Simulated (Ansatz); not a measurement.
Basis-set extrapolation for C₂H₆F₂SSi₂, SMILES `C=C[SiH2]S[SiH](F)F` (PBE0-D4/def2-TZVP geometry, frozen core, the Gaussian-basis code of Ansatz). Multiplicity 1, RHF reference.

|  | def2-TZVPP | def2-QZVPP |
| --- | --- | --- |
| HF | -1253.845701 | -1253.888387 |
| MP2 correlation | -1.231913 | -1.336829 |
| CCSD(T) correlation | -1.335862 | not run |

Energies in hartree. Use E(X) = E(∞) + A·exp(−7.88·√X) for Hartree–Fock and E(X) = E(∞) + B·X^(−2.97) for correlation, with X = 3 and 4, and add CCSD(T) minus MP2 of the smaller set to the MP2 limit.

**Question.** What is the CCSD(T) energy at the basis-set limit?

**Answer.** HF limit: -1253.888387 + (-0.042686) × 0.13774 = -1253.89427. MP2 limit: -1.336829 + (-0.104916) × 0.74074 = -1.41454. Higher-order term: -1.335862 − (-1.231913) = -0.10395. Total: -1255.41276 hartree, 145.1 kcal/mol below CCSD(T)/def2-TZVPP.
